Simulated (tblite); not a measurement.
Species: C₄H₁₁FS₂Si₂.
Z-matrix (Å and degrees, GFN2-xTB geometry), rows numbered from 1:
```
F 
C   1  1.3752
S   2  1.8309  1  109.06
C   3  1.8110  2  100.32  1   -53.13
S   4  1.8232  3  115.55  2   -71.44
Si  5  2.1493  4   97.59  3    64.97
C   2  1.5240  1  110.04  3  -126.45
C   7  1.5295  2  109.81  1   179.60
Si  8  1.9031  7  114.55  2   156.61
H   2  1.0970  1  106.75  3   111.86
H   4  1.0868  3  105.76  2   170.52
H   4  1.0875  3  108.59  2    52.04
H   6  1.4497  5  104.24  4  -170.72
H   6  1.4597  5  108.30  4    66.51
H   7  1.0964  2  105.24  1   -62.88
H   8  1.0949  7  108.43  2    35.88
H   8  1.0920  7  109.60  2   -79.02
H   9  1.4661  8  108.13  7   -53.21
H   9  1.4628  8  110.92  7    66.69
H   9  1.4618  8  107.91  7  -172.30
```

Calculated harmonic vibrations of the isolated species, GFN2-xTB (tblite), most abundant isotopes, no scaling. Errors from tens to a few hundred cm⁻¹ against measured bands are possible. Modes of hydrogen on silicon can be 10 to 20 % off. One conformer, not necessarily the lowest.

Harmonic wavenumbers (cm⁻¹): 32.2, 66.8, 84.9, 118.8, 145.8, 175.5, 193.4, 214.2, 280.5, 284.7, 361.7, 418.5, 472.4, 494.7, 508.8, 536.3, 563.3, 596.4, 626.4, 650.8, 680.5, 699.0, 725.7, 742.4, 767.9, 772.9, 786.7, 801.0, 807.2, 818.9, 988.6, 1051.3, 1084.8, 1094.2, 1123.0, 1172.7, 1181.9, 1240.8, 1250.8, 1294.3, 1303.5, 1391.7, 1486.4, 2247.1, 2273.6, 2285.0, 2302.0, 2392.1, 2905.2, 2916.6, 2937.2, 2975.2, 2989.9, 3029.8.

A = 1133, B = 631.6, C = 541.9 MHz; mass 197.982 u (most abundant isotopes); point group C1, symmetry number 1.

Q: What is the zero-point energy?

A: Half the sum of the wavenumbers: 29673 cm⁻¹ = 354.97 kJ/mol.

Q: Give the ideal-gas entropy at 400 K and 1 bar in the rigid-rotor, harmonic-oscillator model (classical rotation).

A: Translation 180.92, rotation 133.76, vibration 218.56: S = 533.2 J/(mol K).

Q: And Cp and H(400 K) − H(0)?

A: Cp = 251.04 J/(mol K), of which vibrations give 217.78 (their classical limit is 54 R = 449.0); H(400 K) − H(0) = 58.64 kJ/mol without the zero-point energy, 45.34 from vibrations.

Q: How do the functions run with temperature in this model?

A: 
| T (K) | S (J/(mol K)) | Cp (J/(mol K)) | H − H(0) (kJ/mol) | G − H(0) (kJ/mol) | ln q(vib) |
| --- | --- | --- | --- | --- | --- |
| 150 | 358.4 | 119.0 | 11.34 | -42.41 | 4.08 |
| 250 | 432.9 | 177.6 | 26.18 | -82.04 | 7.50 |
| 298.15 | 466.4 | 203.9 | 35.38 | -103.70 | 9.16 |
| 600 | 648.2 | 315.2 | 115.78 | -273.14 | 19.28 |
| 900 | 787.9 | 372.8 | 219.76 | -489.39 | 28.31 |

q(vib) and H(0) count from the zero-point level.

Q: Blend soft modes into free rotors: weight 1/[1 + (100 cm⁻¹/ν̃)⁴] for the oscillator and the rest for a rotor with moment μB/(μ + B), μ = h/(8π²ν), B = 10⁻⁴⁴ kg m². What vibrational entropy results?

A: 201.36 J/(mol K) in place of 218.56, which changes −T·S at 400 K by +6.88 kJ/mol.

Q: What must be added to the electronic energy to get the Gibbs energy at 400 K and 1 bar?

A: ZPE + [H(400 K) − H(0)] − T·S = 354.97 + 58.64 − 213.30 = 200.31 kJ/mol.

Hindered rotation and anharmonicity are outside this model. Other conformers, if any are populated, would add a mixing term that is left out. The structure is chiral; the term R ln 2 for an equal mix with its mirror image is left out.
